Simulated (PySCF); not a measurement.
PySCF job for B2H4, SMILES B[BH2-], charge -1, multiplicity 2, PBE/pcH-1. Geometry: r2SCAN-D4/def2-TZVPD.

```python
import numpy as np
from pyscf import gto, scf, dft
from pyscf.prop.hfc import uks as hfc
from pyscf.prop.gtensor import uks as gtensor

mol = gto.M(
    atom='''
    B     0.00000000   -0.00000000    0.82150607
    B     0.00000000    0.00000000   -0.82150607
    H     0.00000000    1.01946293    1.50136529
    H     0.00000000   -1.01946293    1.50136528
    H     0.00000000    1.01946293   -1.50136528
    H     0.00000000   -1.01946293   -1.50136529
    ''',
    basis='pcH-1',
    charge=-1,
    spin=1,
    max_memory=1600,
    verbose=3,
)
mf = dft.UKS(mol, xc='pbe')
mf.grids.level = 3
mf.conv_tol = 1e-10
mf.max_cycle = 100
mf.kernel()
fine, coarse = mf.grids, dft.Grids(mol).set(level=1).build(with_non0tab=True)
for _ in range(3):  # follow internal instabilities
    mf.grids = coarse
    mo, _, stable, _ = mf.stability(return_status=True, nroots=4)
    mf.grids = fine
    if stable:
        break
    mf.kernel(mf.make_rdm1(mo, mf.mo_occ))
A = hfc.HFC(mf).make_fcdip(mf.make_rdm1())  # Fermi contact and dipolar terms, MHz
print('atom   A(iso)/MHz   principal dipolar parts/MHz')
for i, a in enumerate(A):
    w = np.linalg.eigvalsh((a + a.T) / 2)
    print(f'{mol.atom_symbol(i):2s}{i + 1:3d} {w.mean():12.2f}', (w - w.mean()).round(2))
gt = gtensor.GTensor(mf)
gt.dia_soc2e, gt.para_soc2e, gt.so_eff_charge = None, None, True
gt.max_cycle_cphf = 60
g = gt.kernel()
```

Program output:

```

WARN: HOMO -0.21907322892558 >= LUMO -0.219073228925577

converged SCF energy = -51.9653397080816  <S^2> = 0.75210928  2S+1 = 2.0021082
<class 'pyscf.dft.uks.UKS'> wavefunction is stable in the internal stability analysis
atom   A(iso)/MHz   principal dipolar parts/MHz
B   1         3.85 [-22.17 -21.04  43.21]
B   2         3.85 [-22.17 -21.04  43.21]
H   3       -27.22 [-11.47   0.59  10.88]
H   4       -27.22 [-11.47   0.59  10.88]
H   5       -27.22 [-11.47   0.59  10.88]
H   6       -27.22 [-11.47   0.59  10.88]
SOC(1e)/OZ [ 5.40788017e-07 -1.26921718e-05  3.02236945e-04]
free electron g 2.00231930436182
g-tensor total [2.00228466 2.00230464 2.00261621]
g-shift (ppt) [-0.03464928 -0.01466676  0.29690766]
```

The calculation finished and met its thresholds.

Cost: about 15 core-seconds (a rough figure).
